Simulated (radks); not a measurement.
Valence configurations of Bi3+. Method: Dirac Kohn-Sham, PBEsol, spin-unpolarised, spherical densities, finite nucleus; open shells are shared between the two j in proportion to 2j + 1; Fermi nuclear charge, rms radius 5.5211 fm; computed with a radial shooting solver on a logarithmic mesh with Libxc functionals. Energies are relative to [Hg]; eigenvalues in eV.

| valence | E (eV) | e(4f5/2) | e(4f7/2) | e(5d3/2) | e(5d5/2) | e(6p1/2) |
|---|---|---|---|---|---|---|
| [Hg] | 0.000 | -183.37 | -177.88 | -56.654 | -53.594 | - |
| [Xe] 4f14 5d10 6s1 6p1 | 12.301 | -185.11 | -179.61 | -58.233 | -55.151 | -30.907 |
| [Xe] 4f14 5d9 6s2 6p1 | 28.483 | -190.14 | -184.65 | -61.734 | -58.540 | -32.153 |
| [Xe] 4f14 5d9 6s1 6p2 | 41.455 | -191.83 | -186.33 | -63.245 | -60.030 | -33.030 |
| [Xe] 4f13.5 5d10 6s2 6p0.5 | 78.499 | -193.79 | -188.22 | -60.277 | -57.058 | -31.225 |
| [Xe] 4f13.5 5d9 6s1.5 6p2 | 116.09 | -201.49 | -195.92 | -66.139 | -62.775 | -33.793 |
| [Xe] 4f12.5 5d10 6s1.5 6p2 | 256.34 | -215.94 | -210.21 | -68.423 | -64.874 | -34.115 |

NIST lists [Hg] as the ground configuration; this level of theory agrees among the configurations tried. The energies are those of spherical spin-averaged densities, not of single terms.
